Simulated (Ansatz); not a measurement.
```yaml
crystal:
  periodic: [false, false, false]
  atoms:
    - {symbol: O, position_ang: [0.816421, 0.926194, 2.164678]}
    - {symbol: S, position_ang: [0.806780, 1.385925, 0.753771]}
    - {symbol: O, position_ang: [2.010496, 2.047877, 0.201666]}
    - {symbol: N, position_ang: [0.149280, 0.179827, -0.129769]}
    - {symbol: S, position_ang: [-0.132272, 0.399208, -1.723557]}
    - {symbol: O, position_ang: [-0.839837, -0.813761, -2.203428]}
    - {symbol: O, position_ang: [0.973555, 0.958487, -2.533647]}
    - {symbol: C, position_ang: [-1.422061, 1.796351, -1.686835]}
    - {symbol: F, position_ang: [-1.657526, 2.209969, -2.949451]}
    - {symbol: F, position_ang: [-2.579442, 1.315658, -1.164799]}
    - {symbol: C, position_ang: [-0.960626, 3.022238, -0.840857]}
    - {symbol: F, position_ang: [0.078794, 3.612130, -1.469620]}
    - {symbol: F, position_ang: [-2.000398, 3.907266, -0.799048]}
    - {symbol: C, position_ang: [-0.543833, 2.718810, 0.630649]}
    - {symbol: F, position_ang: [-0.089109, 3.858279, 1.192431]}
    - {symbol: F, position_ang: [-1.638607, 2.303605, 1.318065]}
    - {symbol: C, position_ang: [-3.190124, -0.413662, 1.377561]}
    - {symbol: C, position_ang: [-2.260005, -0.441975, 2.426419]}
    - {symbol: C, position_ang: [-1.191452, -1.348555, 2.402443]}
    - {symbol: C, position_ang: [-1.117844, -2.207588, 1.303227]}
    - {symbol: I, position_ang: [0.568143, -3.519166, 1.184245]}
    - {symbol: C, position_ang: [1.976691, -2.282150, 0.158832]}
    - {symbol: C, position_ang: [2.767487, -1.427256, 0.931835]}
    - {symbol: C, position_ang: [3.584874, -0.521210, 0.239604]}
    - {symbol: C, position_ang: [3.581159, -0.488935, -1.161836]}
    - {symbol: C, position_ang: [2.775764, -1.370385, -1.896398]}
    - {symbol: C, position_ang: [1.945371, -2.290096, -1.238558]}
    - {symbol: C, position_ang: [-2.014224, -2.209054, 0.231607]}
    - {symbol: C, position_ang: [-3.070091, -1.289150, 0.288942]}
    - {symbol: H, position_ang: [-4.002710, 0.326821, 1.392033]}
    - {symbol: H, position_ang: [-2.330021, 0.274453, 3.257015]}
    - {symbol: H, position_ang: [-0.430173, -1.335567, 3.191997]}
    - {symbol: H, position_ang: [2.718369, -1.412014, 2.028194]}
    - {symbol: H, position_ang: [4.183863, 0.201701, 0.810526]}
    - {symbol: H, position_ang: [4.183114, 0.263942, -1.689147]}
    - {symbol: H, position_ang: [2.743032, -1.310374, -2.993012]}
    - {symbol: H, position_ang: [1.265048, -2.936590, -1.807604]}
    - {symbol: H, position_ang: [-1.883669, -2.855509, -0.644777]}
    - {symbol: H, position_ang: [-3.774195, -1.235747, -0.553397]}
basis:
  gaussian: {orbitals: def2-mTZVPP, fitting: {mean_field: def2-universal-jkfit}}
hamiltonian: {xc: {name: SPW92}}
output: {forces: true}
```

```sh
$ ansatz run in.yaml --threads 2 --pin off --events-out ev --progress --plain --max-ram 32768MiB --backend cuda --devices 0, --max-vram 18GiB
```

Output, abridged:

```
Functional definition: SPW92
2626 factors; integrals over basis functions are off by at most 1.6e0 eV
mean field evaluation 1: about -71012.4349 eV, gradient 1.8e2 eV
mean field evaluation 2: about -70428.7127 eV, gradient 4.9e2 eV
mean field evaluation 4: about -71011.6663 eV, gradient 1.5e2 eV
mean field evaluation 8: about -71076.2676 eV, gradient 3.6e0 eV
mean field evaluation 16: about -71076.2923 eV, gradient 1.5e-2 eV
mean field -71076.29227613 eV, -2612.0055639064 hartree, gradient 6.0e-5 eV, S^2 0.000000; 0 other end points of the search recorded, 0 dependent functions left out
reference -71076.29233220 eV, -2612.0055659672 hartree; 125, 125 occupied and 564, 564 virtual orbitals, 2626 factors
Total energy: -71076.29233220 eV, -2612.0055659672 hartree
Atom 0 at     0.816421     0.926194     2.164678 Å, force    -0.052214     0.108502    -0.574358 eV/Å
Atom 1 at     0.806780     1.385925     0.753771 Å, force     0.125465     0.231194    -0.107421 eV/Å
Atom 2 at     2.010496     2.047877     0.201666 Å, force    -0.476741    -0.330115     0.248312 eV/Å
Atom 3 at     0.149280     0.179827    -0.129769 Å, force    -0.003606     0.169737    -0.065078 eV/Å
Atom 4 at    -0.132272     0.399208    -1.723557 Å, force     0.102200     0.215347    -0.154976 eV/Å
Atom 5 at    -0.839837    -0.813761    -2.203428 Å, force     0.269773     0.445702     0.270265 eV/Å
Atom 6 at     0.973555     0.958487    -2.533647 Å, force    -0.438046    -0.292922     0.346288 eV/Å
Atom 7 at    -1.422061     1.796351    -1.686835 Å, force    -0.320925     0.100520    -0.031768 eV/Å
Atom 8 at    -1.657526     2.209969    -2.949451 Å, force     0.124059    -0.178646     0.628486 eV/Å
Atom 9 at    -2.579442     1.315658    -1.164799 Å, force     0.565871     0.210871    -0.236497 eV/Å
Atom 10 at    -0.960626     3.022238    -0.840857 Å, force     0.081656     0.172335    -0.099648 eV/Å
Atom 11 at     0.078794     3.612130    -1.469620 Å, force    -0.507502    -0.279202     0.303604 eV/Å
Atom 12 at    -2.000398     3.907266    -0.799048 Å, force     0.478459    -0.436950    -0.007782 eV/Å
Atom 13 at    -0.543833     2.718810     0.630649 Å, force    -0.260783     0.171757     0.147195 eV/Å
Atom 14 at    -0.089109     3.858279     1.192431 Å, force    -0.225351    -0.547939    -0.303162 eV/Å
Atom 15 at    -1.638607     2.303605     1.318065 Å, force     0.532110     0.171698    -0.332983 eV/Å
Atom 16 at    -3.190124    -0.413662     1.377561 Å, force     0.473798    -0.390572    -0.024034 eV/Å
Atom 17 at    -2.260005    -0.441975     2.426419 Å, force     0.047661    -0.359478    -0.475391 eV/Å
Atom 18 at    -1.191452    -1.348555     2.402443 Å, force    -0.395941    -0.049445    -0.543325 eV/Å
Atom 19 at    -1.117844    -2.207588     1.303227 Å, force    -0.383492     0.375251    -0.006881 eV/Å
Atom 20 at     0.568143    -3.519166     1.184245 Å, force    -0.047536     0.457713    -0.164120 eV/Å
Atom 21 at     1.976691    -2.282150     0.158832 Å, force     0.292579     0.374725    -0.259490 eV/Å
Atom 22 at     2.767487    -1.427256     0.931835 Å, force    -0.074263    -0.056018    -0.676261 eV/Å
Atom 23 at     3.584874    -0.521210     0.239604 Å, force    -0.359938    -0.351971    -0.323673 eV/Å
Atom 24 at     3.581159    -0.488935    -1.161836 Å, force    -0.343059    -0.417443     0.294630 eV/Å
Atom 25 at     2.775764    -1.370385    -1.896398 Å, force    -0.009121     0.015511     0.600430 eV/Å
Atom 26 at     1.945371    -2.290096    -1.238558 Å, force     0.347409     0.388313     0.440683 eV/Å
Atom 27 at    -2.014224    -2.209054     0.231607 Å, force     0.021304     0.388553     0.556326 eV/Å
Atom 28 at    -3.070091    -1.289150     0.288942 Å, force     0.396507     0.003496     0.445564 eV/Å
Atom 29 at    -4.002710     0.326821     1.392033 Å, force     0.118588    -0.113634     0.000084 eV/Å
Atom 30 at    -2.330021     0.274453     3.257015 Å, force     0.008581    -0.106529    -0.124283 eV/Å
Atom 31 at    -0.430173    -1.335567     3.191997 Å, force    -0.078340    -0.004951    -0.106742 eV/Å
Atom 32 at     2.718369    -1.412014     2.028194 Å, force    -0.005411    -0.011874    -0.134892 eV/Å
Atom 33 at     4.183863     0.201701     0.810526 Å, force    -0.091505    -0.101511    -0.084127 eV/Å
Atom 34 at     4.183114     0.263942    -1.689147 Å, force    -0.096852    -0.111856     0.081106 eV/Å
Atom 35 at     2.743032    -1.310374    -2.993012 Å, force     0.000979    -0.004255     0.158980 eV/Å
Atom 36 at     1.265048    -2.936590    -1.807604 Å, force     0.077048     0.073578     0.082383 eV/Å
Atom 37 at    -1.883669    -2.855509    -0.644777 Å, force     0.001638     0.077687     0.105196 eV/Å
Atom 38 at    -3.774195    -1.235747    -0.553397 Å, force     0.104942    -0.007180     0.127358 eV/Å
Dipole moment:    -0.015308    -1.931880     0.776609 e Å
```

Run time 12 s (2 threads of AMD EPYC 7R13 on a shared host and a share (18 GiB) of an NVIDIA H100 80GB HBM3), peak host memory 1.1 GiB.

In the def2 sets I takes a core potential; there is no spin–orbit coupling.
